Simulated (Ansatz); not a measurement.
Species: C₃H₈OSi, SMILES `C/C(O)=C/[SiH3]` (C–C–O–H torsion 180°) (charge 0, multiplicity 1), formula C₃H₈OSi.

How many basis functions does frozen-core CCSD(T)/cc-pVTZ // PBE0-D3(BJ)/def2-TZVP (Ansatz, a first-principles code) use, how many core orbitals are frozen, and how many electrons are correlated?

266 basis functions and 9 frozen orbitals, which leaves 30 correlated electrons. Core time is of the order of minutes.
